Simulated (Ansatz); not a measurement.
A nudged elastic band was laid between two geometries of BGaH₅N (8 atoms, charge 0, multiplicity 1).

These are results of Ansatz, RKS B3LYP/def2-SVP, not measurements.

```yaml
movable_images: 5
climbing_image: yes
spring: 5.0 eV/Å²
optimiser: quadratic models (default)
start_path: through a guess of the saddle point
force_threshold: 0.03 eV/Å
iteration_limit: 52
end_points: relaxed
```

Image 0:

```xyz
8
Properties=species:S:1:pos:R:3
B -0.778 0.889 -1.334
Ga -0.283 0.189 0.568
N 1.030 -1.056 0.827
H -1.639 0.370 -2.006
H -0.251 1.864 -1.818
H -0.958 0.637 1.922
H 1.287 -1.412 1.742
H 1.592 -1.481 0.098
```

Image 6:

```xyz
8
Properties=species:S:1:pos:R:3
B -0.779 0.889 -1.336
Ga -0.281 0.188 0.566
N 1.030 -1.059 0.828
H -1.637 0.368 -2.009
H -0.258 1.870 -1.815
H -0.954 0.641 1.919
H 1.593 -1.487 0.101
H 1.286 -1.411 1.745
```

Q: What changes between the two ends?

A: No bond is made or broken. The dihedral B1–Ga2–N3–H7 goes from -180 to 0°. The two ends are copies of one structure, up to a mirror image or an exchange of like atoms.

Q: What energy profile does the band end with?

A: The forces met the threshold. The highest image is number 3 of 0 to 6, 11.8 kcal/mol above the ends, which have the same energy within 2 meV. A vibrational analysis at the climbing image gives one clearly imaginary mode, 420i cm⁻¹: a first-order saddle point.

| image | path coordinate (Å) | energy (kcal/mol) | dihedral B1–Ga2–N3–H7 (°) |
| --- | --- | --- | --- |
| 0 | 0.00 | 0.0 | -180 |
| 1 | 0.61 | 2.4 | -158 |
| 2 | 1.23 | 8.7 | -144 |
| 3 | 1.84 | 11.8 | -121 |
| 4 | 2.46 | 8.6 | -87 |
| 5 | 3.08 | 2.3 | -39 |
| 6 | 3.70 | 0.0 | 0 |

Q: What is the geometry of the highest image?

A: 
```xyz
8
Properties=species:S:1:pos:R:3
B -0.862 0.867 -1.329
Ga -0.179 0.219 0.531
N 1.109 -1.169 0.557
H -1.825 0.371 -1.867
H -0.324 1.765 -1.936
H -0.672 0.815 1.925
H 0.783 -1.983 1.085
H 1.970 -0.884 1.034
```

Q: What are the harmonic wavenumbers there?

A: 420i, 125, 223, 339, 515, 542, 551, 618, 656, 756, 866, 1141, 1534, 1856, 2554, 2641, 3468, 3543 cm⁻¹.

The band took 10 iterations and of the order of 6 core-minutes.

The run took 6.1 min on 1 thread of Intel(R) Xeon(R) Processor @ 2.50GHz (Skylake/Cascade Lake), with other jobs on the host, peak memory 0.18 GiB.
